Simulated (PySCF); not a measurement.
Adding and removing an electron: SrH

UHF; Sr def2-SVPD with ECP28, H def2-SVPD; scalar-relativistic core potentials (PySCF 2.14). Neutral (UHF): doublet (σ ↑), Re = 2.216 Å, ωe = 1182 cm⁻¹, De = 1.37 eV, HOMO -5.18 eV, LUMO 0.15 eV.

SrH⁺ (RHF): singlet (closed shell), Re = 2.086 Å, ωe = 1399 cm⁻¹, De = 1.13 eV to Sr⁺ + H. The energies at the minima are -30.88831 hartree for SrH and -30.70544 for SrH⁺.

(1) Work out the adiabatic ionisation energy, without and with harmonic zero-point energies (1 hartree = 27.2114 eV, 1 eV = 8065.5 cm⁻¹), and the change of the bond length.

For an ion De counts to the pair picked by the measured ionisation energies or electron affinities, which need not be the lowest pair at this level. Where the molecule has an RHF reference, its open-shell atoms are computed with UHF. Hartree–Fock leaves out correlation, which carries a large part of most bond energies and some tenths to 1 eV of ionisation energies. States were picked by a PBE0 search and need not be the measured ground states.

Neutral and ion stand on different kinds of reference determinant, which adds to the error of the difference.

Results:

(1) At HF: 0.18287 hartree = 4.976 eV between the minima; the zero-point term (1399.0 − 1182.0)/2 cm⁻¹ = +0.013 eV makes it 4.990 eV. Re changes by -13.0 pm against the neutral. The electron leaves a σ orbital, and the shorter bond of the ion fits an antibonding orbital, or a change in how ionic the bond is.
